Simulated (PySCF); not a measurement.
NMR data simulated for an unnamed compound:

1H NMR (500 MHz, computed): δ 5.11 (d, 1H), 5.07 (m, 1H), 5.01 (m, 1H), 1.90 (m, 2H), 1.80 (m, 1H), 1.33 (br s, 2H), 1.25 (m, 2H).

13C{1H} NMR (computed): δ 23.1 (CH), 9.1 (CH2).

No relativistic terms, rapidly exchanging positions averaged, gas phase, single conformer. GIAO PBE0/pcSseg-1 shieldings; coordinates at the GFN2-xTB level; PySCF.

References, each an isolated molecule treated in the same way: TMS for 1H (31.72 ppm), 13C (186.93 ppm).

Question: Which of these does the molecule contain: an OH group, a (CH3)2CH unit, a heteroaromatic ring, a Si–H bond, an ester?

Answer: 
- An OH group: yes (δH 1.33 (br s)).
- A (CH3)2CH unit: no.
- A heteroaromatic ring: no.
- A Si–H bond: yes (δH 5.11 (d)).
- An ester: no.

The data belong to `O[SiH](O)C1C[SiH2]C1`, C3H10O2Si2; they needn't prove each group on their own.

Carbon signals by region: 2 below 50 ppm.

OH/NH shifts are gas-phase values; hydrogen bonding in solution moves them, usually downfield. Shifts are as computed. Against solution values, carbons near 30 ppm lie about +3 ppm off and those near 130 ppm about +5 ppm. Of 1211 compounds with measured shifts, 218 miss one by over three times the rms of a fit or turn the order of signals round; such compounds aren't used in these exercises. Multiplicities follow the n + 1 count of equivalent neighbours, as no J values were calculated; m marks all less simple cases, F and P coupling included.
